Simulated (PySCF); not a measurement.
**Assignment exercise: C₆H₁₂O₂**

Atoms are numbered as in `[CH3:1][CH2:2][CH2:3][C:4](=[O:5])[O:6][CH2:7][CH3:8]`. Each H is labelled by its parent atom.

[PySCF 2.14.0 with density-fitted response routines: PBE0-D3(BJ)/def2-SVP structure; shielding tensors at PBE0/pcSseg-1 (GIAO); non-relativistic Hamiltonian; a single conformation; no solvent; equivalent nuclei averaged]

Chemical shifts δ = σref − σ; TMS for 13C, 1H, all at this level.

**Question.** Assign these signals to the numbered atoms. 13C{1H} NMR (computed): δ 178.1 (C), 60.8 (CH2), 40.8 (CH2), 24.6 (CH2), 16.9 (CH3), 15.8 (CH3).

**Answer.** 
```tsv
δ (ppm)	atoms	environment	reason
178.1	C4	ester carbonyl carbon	it is a carbonyl in resonance with an O or N lone pair, the region of acids, esters and amides
60.8	C7	sp3 CH2 bonded to O	pulled downfield by the heteroatom
40.8	C3	sp3 CH2 α to a carbonyl	the adjacent C=O deshields it moderately
24.6	C2	sp3 CH2	a saturated carbon with 2 carbon neighbours and no heteroatom attached
16.9	C1	methyl carbon	saturated and bonded to C and H only
15.8	C8	methyl carbon	–
```

C1 and C8 lie closer than the usual error of such a calculation, so a measured spectrum could show them in the other order.

**Question.** Assign these signals to the numbered atoms. 1H NMR (600 MHz, computed): δ 3.99 (q, 2H), 1.94 (t, 2H), 1.52 (m, 2H), 1.20 (t, 3H), 1.03 (t, 3H).

**Answer.** 
3.99 → H(C7), hydrogen on an sp3 CH2 bonded to O: its carbon carries O, hence the downfield position
1.94 → H(C3), hydrogen on an sp3 CH2 α to a carbonyl: α to C=O
1.52 → H(C2), hydrogen on an sp3 CH2
1.20 → H(C8), hydrogen on a methyl carbon
1.03 → H(C1), hydrogen on a methyl carbon: far from electronegative atoms and π systems

Shifts are as computed. Against solution values, carbons near 30 ppm lie about +2 ppm off and those near 130 ppm about +5 ppm. Of 1211 compounds with measured shifts, 218 miss one by over three times the rms of a fit or turn the order of signals round; such compounds aren't used in these exercises. No couplings were computed; multiplicities are counted from neighbouring protons, with m where these are inequivalent, close in shift, in a saturated or five-membered ring or joined by F or P, and br s for small geminal =CH2 splittings.
